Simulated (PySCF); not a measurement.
**Exercise with solution: entropy of an ideal gas**

Si(H)(F)(Br)(Me) (CH4BrFSi), SMILES C[SiH](F)Br.

Coordinates come from a PBE0-D3(BJ)/def2-SVP optimisation.

PBE0-D3(BJ)/def2-SVP (PySCF) gives the harmonic wavenumbers 156, 173, 213, 267, 434, 669, 730, 769, 844, 880, 939, 1270, 1419, 1421, 2287, 3063, 3172, 3179 cm⁻¹ and the rotational temperatures 0.2884, 0.0952, 0.0775 K. The molar mass is 143.03 g/mol, the symmetry number 1, the spin multiplicity 1.

Q: Work out the entropy at 298.15 K and 1 atm in the rigid-rotor, harmonic-oscillator model.

A: 
Translation (Sackur–Tetrode at 1 atm): S = R[1.5 ln M + 2.5 ln T − 1.16487] = 170.6 J/(mol K).
Rotation: q = (√π/σ) T^1.5/√(θA θB θC) = 198000, S = R[ln q + 3/2] = 113.9 J/(mol K).
Vibration: with u = 1.4388 ν/T, each mode gives R[u/(e^u − 1) − ln(1 − e^−u)]:
| ν (cm⁻¹) | modes | u | S (J/(mol K)) |
|---|---|---|---|
| 156 | 1 | 0.75 | 10.87 |
| 173 | 1 | 0.83 | 10.05 |
| 213 | 1 | 1.03 | 8.44 |
| 267 | 1 | 1.29 | 6.76 |
| 434 | 1 | 2.09 | 3.54 |
| 669 | 1 | 3.23 | 1.44 |
| 730 | 1 | 3.52 | 1.14 |
| 769 | 1 | 3.71 | 0.98 |
| 844 | 1 | 4.07 | 0.73 |
| 880 | 1 | 4.25 | 0.63 |
| 939 | 1 | 4.53 | 0.50 |
| 1270 | 1 | 6.13 | 0.13 |
| 1419 | 1 | 6.85 | 0.07 |
| 1421 | 1 | 6.86 | 0.07 |
The stiffer modes add less than 0.005 each. Sum 45.4 J/(mol K).
Spin: R ln 1 = 0.0 J/(mol K).
Total 329.9 J/(mol K); the program's own thermochemistry gives 329.9. Translation makes up 52 % and vibration 14 %. Anharmonicity, hindered rotation and orbital degeneracy are left out.
